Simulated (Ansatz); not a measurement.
Ideal-gas functions of F$_{2}$H$_{2}$SeSi (`F[SiH](F)[SeH]`) at 600 K and 1 bar, from an Ansatz frequency run at PBE0-D4/def2-TZVP.

Molar mass 147.06 g/mol, point group Cs (symmetry number 1), electronic degeneracy 1, moments of inertia 72.852, 269.43, 317.365 u Å². Harmonic wavenumbers (cm⁻¹, unscaled): 109, 204, 225, 335, 415, 632, 811, 839, 897, 955, 2300, 2439.

Use S(trans) = R[1.5 ln M + 2.5 ln T − 1.1517]; rotational temperatures θ = 24.2544 K / I; S(rot) = R[ln(√π/σ · √(T³/θAθBθC)) + 1.5]; for each mode x = 1.438777 ν̃/T, S = R[x/(eˣ − 1) − ln(1 − e⁻ˣ)] and H = RT x/(eˣ − 1); 1 cm⁻¹ = 0.0119627 kJ/mol; R = 8.31446 J/(mol·K).

Q: By hand: the entropy, in J/(mol·K).

A: Translation 185.6. Rotation: θ = 0.3329, 0.09, 0.0764 K, giving 122.3. Vibration, mode by mode: 19.49, 14.34, 13.54, 10.36, 8.69, 5.61, 3.98, 3.78, 3.38, 3.03, 0.22, 0.16, in all 86.6. Electronic 0.0. Sum 394.5 J/(mol·K).

Q: By hand: H − E and G − E in kJ/mol, counted from the electronic energy.

A: Zero-point energy ½ × 10161 × 0.0119627 = 60.8; thermal vibration 26.4; translation, rotation and pV give 4 RT = 20.0. H − E = 107.2 kJ/mol, and G − E = 107.2 − 600 × 394.5/1000 = -129.5 kJ/mol.

Vibration gives 22 % of the entropy, 19.5 J/(mol·K) of it from the mode under 150 cm⁻¹: soft modes count most, and the harmonic formula is weakest for them. The sum counts one conformer and one mirror image; others add a mixing term.
